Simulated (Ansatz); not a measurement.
Clusters of 4 atoms, chalcogenide: r2SCAN-D4/def2-TZVP single points in Ansatz on relaxed structures, gas phase. Each cluster is the lowest isomer that a short search found in that spin, judged at the geometry's level, and lower ones may exist. Core potentials for Au, In, Nb, Te, no spin–orbit coupling. HOMO and LUMO are taken over both spins. Singlets are spin-restricted. The spins of the ions were chosen, not always searched. A dash marks a value that wasn't run or was left out as unsound. The structures are stationary points that may keep the symmetry of their start. Remarks come from the PBE and PBE0 runs and from stability tests at other levels; not every state was tested. A HOMO above zero means that the electron is unbound at that level and held by the basis, or that self-interaction error raises the level; the energy of removing that electron tells which. HOMO above LUMO (over both spins in singlets and doublets, within one spin in higher multiplets; at PBE or PBE0), or a gap under 0.15 eV within one spin, warns that the state may not be the lowest or that an electron is smeared out.

**Question.** Estimate the order by vertical EA (eV), lowest first.
A. Li3S⁺ (singlet)
B. Au3S⁺ (singlet)
C. Cu3S⁺ (singlet)
D. Nb2S2⁺ (doublet; reduced ion triplet)

**Answer.** A (3.55), C (5.90), D (6.07), B (6.57).

In full:

```
species  atoms                         state            geometry  HOMO (eV)  LUMO (eV)  gap (eV)  vertical EA (eV)          lowest of the spins relaxed  point group (within 0.1 Å)                                                                               remarks
  Li3S⁺      4                       singlet  B3LYP-D4/def2-TZVP      -8.61      -4.19      4.42              3.55          singlet, of singlet/triplet                         D3h                                                                                     –
  Cu3S⁺      4                       singlet    PBE0-D4/def2-SVP     -10.48      -8.09      2.39              5.90  singlet, of singlet/triplet/quintet                         C3v                                gap within one spin near zero at PBE or PBE0 (triplet)
 Nb2S2⁺      4  doublet; reduced ion triplet     PBE-D4/def2-SVP      -9.47      -8.55      0.92              6.07          doublet, of doublet/quartet                         C2v                        gap within one spin near zero at PBE or PBE0 (neutral triplet)
  InTe3      4  doublet; reduced ion singlet     PBE-D4/def2-SVP      -5.03      -4.33      0.70                 –          doublet, of doublet/quartet                          Cs                                                                                     –
  Al2S2      4                       singlet   PBE0-D4/def2-TZVP      -6.10      -3.29      2.81                 –  singlet, of singlet/triplet/quintet                          Cs  HOMO above zero (-1 doublet), gap within one spin near zero at PBE or PBE0 (triplet)
  Au3S⁺      4                       singlet  r2SCAN-D4/def2-SVP     -11.33      -8.65      2.69              6.57  singlet, of singlet/triplet/quintet                         C3v                                                                                     –
  AlSe3      4  doublet; reduced ion singlet     PBE-D4/def2-SVP      -5.84      -5.78      0.06                 –          doublet, of doublet/quartet                          Cs                                 near-degenerate levels, gap within one spin near zero
 Cu3Se⁺      4                       singlet  r2SCAN-D4/def2-SVP     -10.56      -8.35      2.21              6.08  singlet, of singlet/triplet/quintet                         C3v                                gap within one spin near zero at PBE or PBE0 (triplet)
```

The gap (eV) runs from 0.06 (AlSe3) to 4.42 (Li3S⁺). The vertical EA (eV) runs from 3.55 (Li3S⁺) to 6.57 (Au3S⁺).
